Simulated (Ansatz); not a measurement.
```yaml
crystal:
  periodic: [false, false, false]
  atoms:
    - {symbol: C, position_ang: [-0.724794, 1.784752, -0.825806]}
    - {symbol: Sc, position_ang: [-0.118300, -0.202721, -0.109750]}
    - {symbol: C, position_ang: [1.432721, -0.414497, 1.499273]}
    - {symbol: N, position_ang: [-1.004448, -1.813595, -0.863694]}
    - {symbol: H, position_ang: [0.171037, 2.477811, -0.727030]}
    - {symbol: H, position_ang: [-1.474841, 2.214191, -0.195535]}
    - {symbol: H, position_ang: [-1.031751, 1.785819, -1.840982]}
    - {symbol: H, position_ang: [1.094789, -0.885167, 2.371847]}
    - {symbol: H, position_ang: [2.325478, -1.004326, 1.144039]}
    - {symbol: H, position_ang: [1.821657, 0.495940, 1.801256]}
    - {symbol: H, position_ang: [-1.636763, -1.848039, -1.618027]}
    - {symbol: H, position_ang: [-0.761991, -2.803409, -0.515274]}
basis:
  gaussian: {orbitals: ANO-RCC-VTZP, point_charges: [{charge: -1.00, position_ang: [5.428, 0.035, 0.245]}]}
magnetization: {spin_polarized: true, initial_magnetization: 1}
hamiltonian: {xc: {name: BLYP}, dispersion: d3bjatm}
output: {forces: true}
```

```sh
$ ansatz run in.yaml --threads 4 --pin off --events-out ev --progress --plain --max-ram 10444MiB
```

Shortened log:

```
Error: a molecule whose nuclei and cores have a total charge of 48 cannot have a net charge of 0 together with 1 unpaired electrons
```

In this input the number of unpaired electrons doesn't fit the electron count. The program refused the input.
